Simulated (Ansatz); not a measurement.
C2H10BNSi can be A, `CB(C)N[SiH3]`, or B, `CNB(C)[SiH3]`.

Gas-phase electronic energies from Ansatz, PBE0-D4/def2-TZVP geometries. CCSD(T)/CBS adds triple-zeta CCSD(T) − MP2 to the extrapolated MP2 energy (def2 sets, frozen cores). DFT in def2-TZVPP. B3LYP here is the variant with VWN-RPA as its local correlation; programs differ in this. Each species was taken in one conformer, which may not be the lowest.

(1) Which is lower in electronic energy at CCSD(T)/CBS, and by how much? (Best estimate.)

(2) Give E(B) − E(A) in kcal/mol with B2PLYP, PBE-D4, CCSD/def2-TZVPP, r2SCAN-D4, LDA (SPW92), B3LYP-D4, CCSD(T)/def2-TZVPP. (Best estimate.)

(3) Does the order hold for the free energy at 298.15 K (harmonic terms from PBE0-D4)? (Estimate.)

Largest T1 diagnostic: 0.013.

## Answers

(1) The calculation gave: A, by 31.8 kcal/mol.

(2) Computed: B2PLYP 31.6, PBE-D4 26.7, CCSD/def2-TZVPP 31.9, r2SCAN-D4 31.0, LDA (SPW92) 26.8, B3LYP-D4 30.6, CCSD(T)/def2-TZVPP 31.2. None reverses the order clearly.

(3) Ansatz gave: Yes: G(B) − G(A) = +32.6 kcal/mol, for one conformer each. Modes under 60 cm⁻¹, often nearly free rotors, make the harmonic entropy too high.

At CCSD(T), def2-SVP lies −5.0 kcal/mol from the extrapolated value and def2-TZVPP −0.6 kcal/mol. From BLYP to BHLYP (50 % exact exchange), in def2-TZVPP and without D4, E(B) − E(A) moves by +4.2 kcal/mol.
